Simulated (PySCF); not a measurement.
Excitations are Tamm–Dancoff values on a coarser integration grid. The basis has no diffuse functions, so Rydberg states are missing or too high.

# H$_{4}$GeO$_{2}$, SMILES `[OH][GeH2][OH]` (H–O–Ge–O torsion -57°, O–Ge–O–H torsion 105°) (charge 0, multiplicity 1)

Method: ωB97X-D3(BJ)/def2-TZVP // PBE0-D3(BJ)/def2-TZVP run with PySCF.

| Property | Value |
|---|---|
| HOMO | -11.19 eV |
| dipole moment | 2.55 D |
| LUMO | 2.30 eV |
| HOMO–LUMO gap | 13.49 eV |
| S1 excitation (TDA) | 7.76 eV |
| S1 oscillator strength | 0.019 |
| brightest of the four lowest singlets (TDA) | 8.90 eV |
| T1 excitation (TDA) | 7.23 eV |
| S1–T1 gap (TDA) | 0.52 eV |
| total energy | -2229.9493 Ha |
| cost | very roughly 70 core-seconds |

```xyz
7

O     -1.5881    -0.3479    -0.0645
Ge    -0.0276     0.4376     0.2305
O      1.2389    -0.7961     0.4085
H     -1.5826    -0.9236    -0.8322
H      0.3526     1.3488    -0.9550
H     -0.2006     1.1412     1.5738
H      1.8073    -0.8600    -0.3612
```
Charge 0, spin multiplicity 1.
